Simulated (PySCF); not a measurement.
B(F)(OH)(OSiH3) (BFH4O2Si), SMILES OB(F)O[SiH3].

Geometry optimised at B3LYP-D3(BJ)/def2-SVP. This is a generated structure with no PubChem entry under its InChIKey; it may be hypothetical. The values are those of a single conformer.

The numbers are results of PBE0/def2-TZVP run with PySCF, not measurements.

Computed frontier levels, gap, dipole moment and polarisability:
The highest occupied level is -9.25 eV and the lowest empty level is -0.01 eV. The orbital gap is 9.23 eV and the dipole moment is 0.275 e·Å. The quadrupole, principal values (traceless, Buckingham form, about the centre of nuclear charge) is -7.46, -0.39, 7.85 D·Å. The mean static polarisability is 44.9 bohr³ (6.65 Å³) and the polarisability, principal values comes out as 38.9, 43.7, 51.9 bohr³.
